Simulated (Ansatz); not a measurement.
`[OH][Ti]([OH])([OH])[I]`. The species carries charge 0 and has multiplicity 1. Correlated methods include outer-core shells of I, Ti, which these sets cover unevenly. Scalar relativity is left out up to krypton. I: def2 effective core potential.

```xyz
8

O    -0.095    1.728    0.145
Ti   -0.191   -0.038   -0.017
O    -0.689   -0.435   -1.681
O     1.343   -0.844    0.367
I    -1.956   -0.888    1.698
H    -0.100    2.349    0.874
H    -0.474   -1.202   -2.217
H     2.162   -0.670    0.831
```

Task: Give the diagnostics of a CCSD(T)/def2-TZVPP run (frozen core, Ansatz). (Estimate.)

Result: The calculation gave: T1 = 0.0224, largest single amplitude 0.049, largest double 0.028, (T) share of the correlation energy 4.2 %, 14 CCSD cycles. The RHF solution is stable towards an unrestricted one. T1 lies over the customary mark of 0.02 for closed shells; compounds of d metals often pass it without a breakdown.
